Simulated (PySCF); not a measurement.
Radial density of Cd (cadmium, neutral)

BHandHLYP, [Kr] 4d10 5s2, closed-shell 1S. All numbers are calculated (PySCF 2.14, scalar relativity by spin-free X2C-1e, in x2c-TZVPPall with one added diffuse shell each of s, p, d, f type (9s7p7d3f1g, 95 functions)).

```csv
r (bohr),4πr²ρ (e/bohr)
0.0318,55.99
0.0536,56.84
0.0901,78.18
0.152,57.49
0.255,62.00
0.429,35.61
0.721,19.18
1.21,13.40
2.04,2.933
3.43,0.6557
5.77,0.05684
9.71,0.0005311
```

Densities and radii are taken from the X2C orbitals without a picture-change correction, which distorts them close to the nucleus.
